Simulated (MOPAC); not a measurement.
MOPAC input (PM6):

```
PM6 FORCE THERMO(298,298) PRECISE LET CHARGE=-1 GEO-OK AUX(PRECISION=9) THREADS=1
CH2N

C    -0.65669687 1    0.14435891 1    0.01344347 1
N     0.52475189 1   -0.32991288 1   -0.03517811 1
H    -0.93919575 1    1.18398677 1    0.13055548 1
H     1.29374383 1    0.36073769 1    0.04698874 1
```

Output:

```
 *******************************************************************************
 **                                                                           **
 **                              MOPAC v23.2.5                                **
 **                                                                           **
 *******************************************************************************
 ** MOPAC's Digital Object Identifier: https://doi.org/10.5281/zenodo.6511958 **
 **                                                                           **
 ** Please cite the open-source release paper for use of this MOPAC version:  **
 ** J. E. Moussa and J. J. P. Stewart (2026)                                  **
 ** MOPAC: An open-source semiempirical molecular orbital program             **
 ** J. Open Source Softw., 11(119), 8025, https://doi.org/10.21105/joss.08025 **
 *******************************************************************************

                              PM6 CALCULATION RESULTS

 *******************************************************************************
 *  PM6        - The PM6 Hamiltonian to be used
 *  GEO-OK     - OVERRIDE INTERATOMIC DISTANCE AND OTHER SAFETY CHECKS
 *
 *
 *
 *                 CHARGE ON SYSTEM = -1
 *
 *
 *
 *  LET        - OVERRIDE SOME SAFETY CHECKS
 *  PRECISE    - TIGHTER CRITERIA TO BE USED
 *  FORCE      - FORCE CALCULATION SPECIFIED
 *  AUX        - OUTPUT AUXILIARY INFORMATION
 *  THERMO     - THERMODYNAMIC QUANTITIES TO BE CALCULATED
 *******************************************************************************
PM6 FORCE THERMO(298,298) PRECISE LET CHARGE=-1 GEO-OK AUX(PRECISION=9) THREADS=1
 CH2N

   ATOM   CHEMICAL          X               Y               Z
  NUMBER   SYMBOL      (ANGSTROMS)     (ANGSTROMS)     (ANGSTROMS)

     1       C         -0.65669687  *   0.14435891  *   0.01344347  *
     2       N          0.52475189  *  -0.32991288  *  -0.03517811  *
     3       H         -0.93919575  *   1.18398677  *   0.13055548  *
     4       H          1.29374383  *   0.36073769  *   0.04698874  *

          CARTESIAN COORDINATES

    NO.       ATOM           X           Y           Z

     1         C         -0.6567      0.1444      0.0134
     2         N          0.5248     -0.3299     -0.0352
     3         H         -0.9392      1.1840      0.1306
     4         H          1.2937      0.3607      0.0470

 General Reference for PM6:
 "Optimization of Parameters for Semiempirical Methods V: Modification of NDDO Approximations
 and Application to 70 Elements", J. J. P. Stewart, J. Mol. Mod., 13, 1173-1213 (2007)
 URL: https://link.springer.com/article/10.1007/s00894-007-0233-4

           Empirical Formula: C H2 N  =     4 atoms

      MOLECULAR POINT GROUP   :   Cs

      RHF CALCULATION, NO. OF DOUBLY OCCUPIED LEVELS = 6

          HEAT OF FORMATION =      57.802736 KCALS/MOLE

          CARTESIAN COORDINATE DERIVATIVES

   NUMBER  ATOM         X            Y            Z

     1       C     -0.009200     0.001380     0.000000
     2       N     -0.004531    -0.019443     0.000000
     3       H     -0.005714    -0.002747     0.000000
     4       H      0.019444     0.020810     0.000000

 DIPOLE           X         Y         Z       TOTAL
 POINT-CHG.    -2.826     0.273    -0.000     2.839
 HYBRID         0.320     2.492     0.000     2.513
 SUM           -2.506     2.766    -0.000     3.732

          GRADIENT NORM =   0.03656

          MOLECULAR WEIGHT =   28.03

          ROTATIONAL CONSTANTS IN CM(-1)

          A =   11.15906308   B =    1.25852215   C =    1.13097094

           PRINCIPAL MOMENTS OF INERTIA IN UNITS OF 10**(-40)*GRAM-CM**2

          A =        2.5085   B =       22.2426   C =       24.7511

          ORIENTATION OF MOLECULE IN FORCE CALCULATION

    NO.       ATOM         X         Y         Z

     1          C      -0.6751   -0.0646    0.0000
     2          N       0.5989   -0.0646    0.0000
     3          H      -1.3286    0.7999    0.0000
     4          H       1.0517    0.8681   -0.0000

    FIRST DERIVATIVES WILL BE USED IN THE CALCULATION OF SECOND DERIVATIVES

    FOR POINT-GROUP Cs   THERE ARE   2 UNIQUE SYMMETRY FUNCTIONS.

(To convert to Hartree/Bohr^2, multiply by (10^(-21) x N x a0^2)/(4.184 x 627.51) =  0.0642)

           FORCE MATRIX IN MILLIDYNES/ANGSTROM

                  C  1       N  2       H  3       H  4
 ------------------------------------------------------
     C    1  12.813097
     N    2  10.344091  12.734975
     H    3   3.133455   1.222625   3.768343
     H    4   1.313803   3.529584   0.325198   4.068508

          HEAT OF FORMATION =      57.802736 KCALS/MOLE

          ZERO POINT ENERGY      14.725 KCAL/MOL

           NORMAL COORDINATE ANALYSIS (Total motion = 1 Angstrom)

   Root No.       1         2         3         4         5         6

                 1 A'      1 A"      2 A'      3 A'      4 A'      5 A'

                 918.3    1111.0    1325.2    1702.4    2583.4    2659.8

           1   -0.0419   -0.0000   -0.0327   -0.3165    0.0508   -0.0003
           2   -0.0785   -0.0000   -0.0625    0.0172   -0.0345   -0.0153
           3    0.0000   -0.0700    0.0000    0.0000    0.0000    0.0000
           4    0.0102    0.0000   -0.0235    0.2951    0.0027   -0.0182
           5    0.0269    0.0000    0.0753   -0.0174    0.0022   -0.0444
           6   -0.0000    0.0576   -0.0000   -0.0000   -0.0000    0.0000
           7    0.5155    0.0000    0.0192   -0.3550   -0.5235   -0.1153
           8    0.4820    0.0000    0.0609    0.0163    0.5290    0.1457
           9   -0.0000    0.4527    0.0000   -0.0000   -0.0000   -0.0000
          10   -0.1574   -0.0000    0.6981    0.0248   -0.1195    0.3711
          11    0.0801   -0.0000   -0.3626    0.0203   -0.1489    0.6528
          12    0.0000   -0.4196    0.0000    0.0000    0.0000   -0.0000

           MASS-WEIGHTED COORDINATE ANALYSIS (NORMAL COORDINATES)

   Root No.       1         2         3         4         5         6

                 1 A'      1 A"      2 A'      3 A'      4 A'      5 A'

                 918.3    1111.0    1325.2    1702.4    2583.4    2659.8

           1   -0.1817   -0.0000   -0.1289   -0.6856    0.2202   -0.0013
           2   -0.3400   -0.0000   -0.2462    0.0373   -0.1492   -0.0662
           3    0.0000   -0.3467    0.0000    0.0000    0.0000    0.0000
           4    0.0477    0.0000   -0.1001    0.6905    0.0125   -0.0851
           5    0.1256    0.0000    0.3203   -0.0407    0.0103   -0.2079
           6   -0.0000    0.3083   -0.0000   -0.0000   -0.0000    0.0000
           7    0.6469    0.0000    0.0219   -0.2228   -0.6567   -0.1449
           8    0.6048    0.0000    0.0695    0.0102    0.6636    0.1832
           9   -0.0000    0.6497    0.0000   -0.0000   -0.0000   -0.0000
          10   -0.1975   -0.0000    0.7962    0.0156   -0.1499    0.4664
          11    0.1006   -0.0000   -0.4135    0.0128   -0.1868    0.8204
          12    0.0000   -0.6022    0.0000    0.0000    0.0000   -0.0000

          DESCRIPTION OF VIBRATIONS

 VIBRATION          1    1A'         ATOM PAIR     ENERGY CONTRIBUTION    RADIAL
 FREQUENCY           918.27         C 1 -- H 3         +81.4% ( 97.1%)      4.1%
 TRANSITION DIPOLE   0.2696         C 1 -- N 2         +12.0% ( 37.3%)     19.5%
 TRAVEL (Ang.)       0.2869         N 2 -- H 4          +6.6% ( 27.8%)     27.7%
 REDUCED MASS        0.8921
 EFFECTIVE MASS      2.7251
 FORCE CONSTANT      0.4432

 VIBRATION          2    1A"         ATOM PAIR     ENERGY CONTRIBUTION    RADIAL
 FREQUENCY          1111.04         C 1 -- H 3         +53.5% ( 54.3%)      0.0%
 TRANSITION DIPOLE   0.2673         N 2 -- H 4         +38.1% ( 45.9%)      0.0%
 TRAVEL (Ang.)       0.3148         C 1 -- N 2          +8.4% ( 21.5%)      0.0%
 REDUCED MASS        0.6123
 EFFECTIVE MASS      2.4345
 FORCE CONSTANT      0.4453

 VIBRATION          3    2A'         ATOM PAIR     ENERGY CONTRIBUTION    RADIAL
 FREQUENCY          1325.20         N 2 -- H 4         +90.6% ( 93.4%)      5.4%
 TRANSITION DIPOLE   0.2975         C 1 -- N 2          +5.5% ( 23.1%)      0.3%
 TRAVEL (Ang.)       0.2375         C 1 -- H 3          +3.9% ( 19.4%)     21.1%
 REDUCED MASS        0.9021
 EFFECTIVE MASS      2.3797
 FORCE CONSTANT      0.9335

 VIBRATION          4    3A'         ATOM PAIR     ENERGY CONTRIBUTION    RADIAL
 FREQUENCY          1702.39         C 1 -- N 2         +65.3% ( 98.2%)     99.7%
 TRANSITION DIPOLE   1.7598         C 1 -- H 3         +18.8% ( 52.7%)     42.1%
 TRAVEL (Ang.)       0.0821         N 2 -- H 4         +15.9% ( 48.5%)     13.3%
 REDUCED MASS        5.8778
 EFFECTIVE MASS     12.4623
 FORCE CONSTANT     10.0366

 VIBRATION          5    4A'         ATOM PAIR     ENERGY CONTRIBUTION    RADIAL
 FREQUENCY          2583.35         C 1 -- H 3         +92.8% ( 97.1%)     96.9%
 TRANSITION DIPOLE   0.7255         N 2 -- H 4          +5.7% ( 24.1%)     94.5%
 TRAVEL (Ang.)       0.1774         C 1 -- N 2          +1.4% ( 12.1%)     62.9%
 REDUCED MASS        0.8292
 EFFECTIVE MASS      1.4475
 FORCE CONSTANT      3.2604

 VIBRATION          6    5A'         ATOM PAIR     ENERGY CONTRIBUTION    RADIAL
 FREQUENCY          2659.82         N 2 -- H 4         +94.2% ( 96.7%)     99.8%
 TRANSITION DIPOLE   0.7676         C 1 -- H 3          +5.3% ( 22.9%)     98.5%
 TRAVEL (Ang.)       0.1739         C 1 -- N 2          +0.5% (  6.8%)     25.9%
 REDUCED MASS        0.8383
 EFFECTIVE MASS      1.3413
 FORCE CONSTANT      3.4944

      SYMMETRY NUMBER FOR POINT-GROUP Cs  =  1

          SYSTEM IS A GROUND STATE

 CH2N

          MOLECULE IS NOT LINEAR

          THERE ARE  6 GENUINE VIBRATIONS IN THIS SYSTEM
          THIS THERMODYNAMICS CALCULATION IS LIMITED TO
          MOLECULES WHICH HAVE NO INTERNAL ROTATIONS

                    CALCULATED THERMODYNAMIC PROPERTIES
                                          *
   TEMP. (K)   PARTITION FUNCTION   H.O.F.    ENTHALPY  HEAT CAPACITY ENTROPY
                                   KCAL/MOL   CAL/MOLE    CAL/K/MOL  CAL/K/MOL

 298.00  VIB.     0.1019D+01                    54.1637     0.9193     0.2187
         ROT.     0.1326D+04                   888.2803     2.9808    17.2682
         INT.     0.1351D+04                   942.4440     3.9001    17.4868
         TRA.     0.1435D+27                  1480.4672     4.9680    35.9248
         TOT.                       57.803    2422.9112     8.8681    53.4117

   *: NOTE: HEATS OF FORMATION ARE RELATIVE TO THE
            ELEMENTS IN THEIR STANDARD STATE AT 298K
              (=  Standard Enthalpy of Formation).

            Hvib:  Zero-point energy is not included.
                   frequencies of less than zero cm-1 are not included.
            Hrot = (3/2)RT
            Htra = (3/2)RT + pV = (5/2)RT

            Heat capacity is Cp, not Cv

          For more information, see: HTTP://OpenMOPAC.net/Manual/thermochemistry.html

           FORCE CONSTANT IN CARTESIAN COORDINATES (Millidynes/A)

    ATOM   CHEMICAL       X               Y               Z
   NUMBER   SYMBOL  FORCE CONSTANT  FORCE CONSTANT  FORCE CONSTANT

      1       C       12.335431        2.743668        1.052340
      2       N       11.992845        4.164206        0.969009
      3       H        2.092617        2.074533        0.310608
      4       H        1.684003        3.149751        0.267092

 **********************
 *                    *
 * JOB ENDED NORMALLY *
 *                    *
 **********************

 == MOPAC DONE ==
```

The dipole moment of an ion depends on the origin.
